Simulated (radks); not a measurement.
All-electron atom: the mercury ion Hg2+ in [Xe] 4f12 5d9 6s2 6p1 (not the ground configuration). All-electron calculation, Dirac Kohn-Sham, PBE, spin-unpolarised, spherical densities, finite nucleus; open shells fill j = l - 1/2 first; Fermi nuclear charge, rms radius 5.4648 fm. Program: a radial shooting solver on a logarithmic mesh with Libxc functionals.

Spin-orbit splittings of the eigenvalues, e(l+1/2) - e(l-1/2), with zeta = 2 splitting/(2l+1) and mean radii in bohr:

shell  occ.  splitting (eV)  zeta (eV)  <r> j=l-1/2  <r> j=l+1/2
2p        6            1947       1298      0.05693      0.06561
3p        6           431.2      287.5       0.1705       0.1863
3d       10           92.34      36.93       0.1622       0.1670
4p        6           105.7      70.48       0.3989       0.4322
4d       10           19.92      7.966       0.4376       0.4482
4f       12           4.457      1.273       0.4627       0.4686
5p        6           20.37      13.58       0.9346        1.020
5d        9           2.545      1.018        1.260        1.299
6p        1           2.327      1.551        2.539        2.783
